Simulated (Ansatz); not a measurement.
Calculated with Ansatz (gas phase, PBE0-D4/def2-TZVP geometries, no zero-point term in ΔE). CBS: MP2 limit from def2 TZ/QZ plus the TZ coupled-cluster correction, frozen cores. This one scheme is used for every species. Functionals use def2-TZVPP. B3LYP here is the variant with VWN-RPA as its local correlation; programs differ in this. For Ge outer-core shells are correlated without core-valence functions, which leaves a few kJ/mol of doubt a bond. Scalar relativity is left out up to krypton. Each species was taken in one conformer, which may not be the lowest.

Consider the formal exchange of groups at a Ge–C bond: `[CH3][GeH2][SH]` + `O[SiH3]` → `O[SiH2][GeH2][SH]` + CH₄.

Task: Is it downhill or uphill in electronic energy at CCSD(T)/CBS, and by how much? (Best estimate.)

Result: Ansatz gave: Downhill: ΔE = -0.24 eV.

Task: What do these levels give: PBE-D4, ωB97M-V, PBE, PBE0, B3LYP, HF/def2-TZVPP, MP2/def2-TZVPP, SCS-MP2/def2-TZVPP, CCSD/def2-TZVPP, CCSD(T)/def2-TZVPP, HF/CBS(def2), CCSD/CBS(def2)? (Estimate.)

Result: Ansatz gave: PBE-D4 -0.39, ωB97M-V -0.24, PBE -0.36, PBE0 -0.32, B3LYP -0.28, HF/def2-TZVPP -0.14, MP2/def2-TZVPP -0.18, SCS-MP2/def2-TZVPP -0.16, CCSD/def2-TZVPP -0.20, CCSD(T)/def2-TZVPP -0.21, HF/CBS(def2) -0.14, CCSD/CBS(def2) -0.23 eV.

Largest T1 diagnostic among the species: 0.012.

From PBE to PBE0 (25 % exact exchange), in def2-TZVPP and without D4, ΔE moves by +0.04 eV. The D4 term adds −0.04 eV with B3LYP and −0.03 eV with PBE0; it sums over pairs of atoms, weighted by their polarisabilities, and B3LYP, whose exchange is more repulsive, gets the larger term.
